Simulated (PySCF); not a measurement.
How methods differ on the ionisation energy of Ta⁵⁶⁺

Ta⁵⁶⁺ [Ne] 3s2 3p5 [3p1/2^2 3p3/2^3, M_J = 3/2] → Ta⁵⁷⁺ [Ne] 3s2 3p4 [3p1/2^2 3p3/2^2, M_J = 2], as a difference of total energies. Computed with PySCF 2.14 in an even-tempered Gaussian basis (18 s from 16 bohr⁻², ratio 2.4; 14 p from 21 bohr⁻², ratio 2.4; 4 d from 77 bohr⁻², ratio 2.6; 4 f from 120 bohr⁻², ratio 2.6), with the two-component X2C-1e Hamiltonian. Correlated levels: 1s2 frozen; the 48 highest virtual spinors dropped. "Screened" scales the spin-orbit matrix elements by Boettger's factors to mimic the two-electron term; Breit and QED terms are absent.

```csv
method,ionisation energy (eV)
GHF (spin-free),5752.8
GMP2 (spin-free),5754.0
GHF (screened spin-orbit),5658.8
GMP2 (screened spin-orbit),5660.0
```

Breit and QED terms and the two-electron picture change are absent.

The spin-free rows relax to the high-spin LS determinant and lack the spin-orbit shift.

The labels give the starting determinants; with spin-orbit coupling the two ends relaxed to ⟨J²⟩ = 3.75, ⟨L²⟩ = 2.04, ⟨S²⟩ = 0.79 and ⟨J²⟩ = 6.00, ⟨L²⟩ = 3.29, ⟨S²⟩ = 1.41.

For comparison: 5655 ± 5 eV (theoretical estimate listed by NIST; NIST Atomic Spectra Database, ionization energies).
